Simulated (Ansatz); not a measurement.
**Which is lower?**

Two isomers of C₂H₂Se, closed shell, relaxed at PBE0-D4/def2-TZVP (vibrations not checked).

A:

C1  (0.449, 0.097, -0.243)
C2  (-0.560, 0.664, 0.086)
Se3  (-2.164, 1.413, 0.524)
H4  (1.348, -0.396, -0.529)
H5  (-1.575, 2.591, 1.180)
(Å)

B:

C1  (-0.519, -0.270, -0.298)
C2  (0.365, 0.525, 0.150)
Se3  (0.793, -1.310, 0.761)
H4  (-1.415, -0.458, -0.862)
H5  (0.777, 1.513, 0.249)
(Å)

Program: Ansatz 0.2.0. Basis: def2-TZVPP. Cores are frozen in the correlated methods. Filled d shells of the heavier atoms are correlated. The def2 sets are not built for correlating such inner shells, so the correlated values are less sure here. B3LYP uses VWN-RPA correlation.

Q: Which structure is lower at CCSD(T), and by how much? (To be estimated.)

A: Computed: A, by 43.8 kJ/mol (electronic energy, against the other). By their contacts, A is C₂H₂Se ([CH][C][SeH]) and B is C₂H₂Se ([CH]1[CH][Se]1).

All methods give the same order:

```
   method  E(B) − E(A) (kJ/mol)
   PBE-D4                  27.1
r2SCAN-D4                  35.0
  PBE0-D4                  29.2
 B3LYP-D4                  41.0
  wB97M-V                  36.9
       HF                  63.0
      MP2                  42.0
     CCSD                  48.3
  CCSD(T)                  43.8
```

The T1 diagnostic stays at or below 0.012. The restricted Hartree–Fock reference is unstable towards an unrestricted one at one or more of these structures.

Labels in which every atom is bracketed show which atoms are joined, not bond orders.
